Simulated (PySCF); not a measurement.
Constitutional and geometric isomers with formula CH5BO. Isolated molecules, 0 K electronic values unless said otherwise. One relaxed conformer stands for each flexible species; it need not be the lowest. Strings in code marks are SMILES.

The T1 excitation (TDA) from two functionals at the same geometries (B3LYP-D3(BJ)/def2-TZVP), both in PySCF: PBE-D3(BJ)/def2-TZVP and B3LYP-D3(BJ)/def2-TZVP. B3LYP has the VWN-RPA correlation part, as in Gaussian. Excitations are Tamm–Dancoff values on a coarser integration grid. The basis has no diffuse functions, so Rydberg states are missing or too high.

```csv
species,B3LYP-D3(BJ)/def2-TZVP (eV)
`CBO` (C–B–O–H torsion 180°),6.27
`COB`,5.75
`OCB`,4.58
```

Q: What does PBE-D3(BJ)/def2-TZVP give for each?

A: 
- `CBO` (C–B–O–H torsion 180°): 5.89
- `COB`: 5.39
- `OCB`: 3.55
Over these rows, drawn at random from the members with no instability flagged (it was tested for open shells, ions and some series alone), PBE minus B3LYP-D3(BJ): mean -0.59 eV, from -1.02 eV to -0.37 eV.
